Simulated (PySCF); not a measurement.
**Mo: ionisation energy**

Mo [Kr] 4d5 5s1 (7S) → Mo⁺ [Kr] 4d5 (6S), as a difference of total energies. All numbers are calculated (PySCF 2.14, the spin-free X2C one-electron Hamiltonian (Gaussian nucleus), in x2c-TZVPPall with one added diffuse shell each of s, p, d, f type (9s7p7d3f1g, 95 functions)). Correlated levels: valence: [Kr] frozen; valence and next inner shell: [Ar] 3d10 frozen. The calculations carry no spin-orbit coupling.

Task: Order these methods by the ionisation energy they give, lowest first.
A. MP2 (valence and next inner shell)
B. LC-wPBE
C. r2SCAN
D. LDA

Result: B (6.809 eV), A (7.112 eV), C (7.476 eV), D (7.716 eV).

Errors of the correlated levels include the incompleteness of this basis and the frozen core.

For comparison: 7.092 eV (measured; NIST Atomic Spectra Database, ionization energies).
